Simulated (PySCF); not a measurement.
Ligand exchange on a metal centre used in film growth or etching (Ti OH-H). Gas-phase values, no solvent. One relaxed conformer stands for each flexible species; it need not be the lowest.

Calculation: TPSSh-D3(BJ)/def2-TZVP // r2SCAN-D4/def2-SVP run with PySCF 2.14.0. All candidates: neutral, multiplicity 1. 

- HOMO–LUMO gap = 4.85 eV
- LUMO = -2.88 eV
- HOMO = -7.74 eV

Problem. Which member has these values?
A) [Ti(H)4]
B) [Ti(OH)(H)3]
C) [Ti(OH)3(H)]
D) [Ti(OH)2(H)2]

Solution. B, [Ti(OH)(H)3]. The others give [Ti(H)4]: 4.67 eV, -3.57 eV, -8.24 eV; [Ti(OH)3(H)]: 5.55 eV, -1.80 eV, -7.35 eV; [Ti(OH)2(H)2]: 4.88 eV, -2.48 eV, -7.36 eV
